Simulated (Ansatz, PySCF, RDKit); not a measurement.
Two conformers of C4H10O (SMILES CCC(C)O), B3LYP-D3(BJ)/def2-TZVP minima.
Conformer 1 (charge 0, multiplicity 1):
```tsv
atom	x (Å)	y (Å)	z (Å)
C	2.0167	-0.1170	-0.1302
C	0.6021	-0.6763	-0.0202
C	-0.4802	0.3901	-0.1055
C	-1.8823	-0.2018	-0.0823
O	-0.2800	1.2751	1.0030
H	2.2101	0.6029	0.6645
H	2.7594	-0.9135	-0.0592
H	2.1636	0.3913	-1.0866
H	0.4802	-1.2060	0.9296
H	0.4244	-1.4057	-0.8156
H	-0.3430	0.9508	-1.0419
H	-2.0374	-0.7714	0.8361
H	-2.6405	0.5843	-0.1293
H	-2.0397	-0.8654	-0.9352
H	-0.9532	1.9627	0.9727
```
Conformer 2 (charge 0, multiplicity 1):
```xyz
15

C      1.523     0.647     0.278
C      0.835    -0.463    -0.515
C     -0.693    -0.363    -0.574
C     -1.369    -0.469     0.787
O     -1.116     0.817    -1.266
H      2.607     0.531     0.241
H      1.295     1.633    -0.135
H      1.230     0.644     1.329
H      1.099    -1.436    -0.090
H      1.206    -0.456    -1.542
H     -1.053    -1.179    -1.205
H     -1.088    -1.395     1.293
H     -1.088     0.364     1.436
H     -2.453    -0.454     0.669
H     -0.936     1.579    -0.705
```

No zero-point or thermal terms.

Programs: Ansatz (Gaussian basis) for Hartree–Fock, density functionals and correlated methods; PySCF for the dispersion terms; RDKit for the force fields. Values without a source in brackets are computed.

Question: Predict the electronic energy of conformer 2 less that of conformer 1 from PBE0-D3(BJ)/def2-TZVPP.

Answer: 0.9 kcal/mol

Question: What is the computed electronic energy of conformer 2 less that of conformer 1 (UFF)?

Answer: 1.9 kcal/mol

Question: What is the computed electronic energy of conformer 2 less that of conformer 1 (revPBE-D3(BJ)/def2-TZVPP)?

Answer: 0.6 kcal/mol

Ansatz is a program for electronic structure.
